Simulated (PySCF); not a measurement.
## How the method changes the constants of KBi

State: ³Σ⁻ (triplet), unpaired electrons π ↑↑. Set-up: PySCF, scalar-relativistic core potentials, basis sets K def2-SVPD, Bi def2-SVPD with ECP60. De refers to K + Bi in their high-spin ground configurations, without counterpoise correction. The functionals are run spin-unrestricted. A positive dipole means K(−)Bi(+).

| Level | Re (Å) | ωe (cm⁻¹) | De (eV) | μ (D) |
| --- | --- | --- | --- | --- |
| ROHF | 3.466 | 134 | 0.098 | -10.80 |
| ROHF-MP2 | 3.447 | 132 | 0.69 | n/a |
| ROHF-SCS-MP2 | 3.460 | 130 | 0.68 | n/a |
| PBE | 3.418 | 126 | 1.15 | -7.53 |
| r²SCAN | 3.432 | 127 | 1.07 | -8.75 |
| r²SCANh | 3.423 | 129 | 1.06 | -8.98 |
| PBE0 | 3.398 | 131 | 1.06 | -8.55 |
| M06 | 3.406 | 133 | 1.61 | -9.30 |
| HSE06 | 3.402 | 131 | 1.12 | -8.47 |
| M06-2X | 3.365 | 140 | 0.98 | -9.33 |

(1) What does second-order correlation do here, going from ROHF to ROHF-MP2?

Correlated steps freeze 9 core orbitals. Correlated levels converge slowly with the basis: in double zeta they bind strong bonds too weakly, by up to about 1 eV, and carry superposition errors of some tenths. Spin–orbit coupling is left out, which matters for elements this heavy, above all for dissociation energies. The state was picked by a PBE0 search and need not be the measured ground state.

Results:

(1) ROHF-MP2 less ROHF: -1.9 pm in Re, -1.5 % in ωe, +0.59 eV in De. Correlation nearly always deepens the well. The bond shortens, as in weak, metallic or heavy-atom bonds, where dispersion and the correlation of outer-core electrons pull the atoms together.
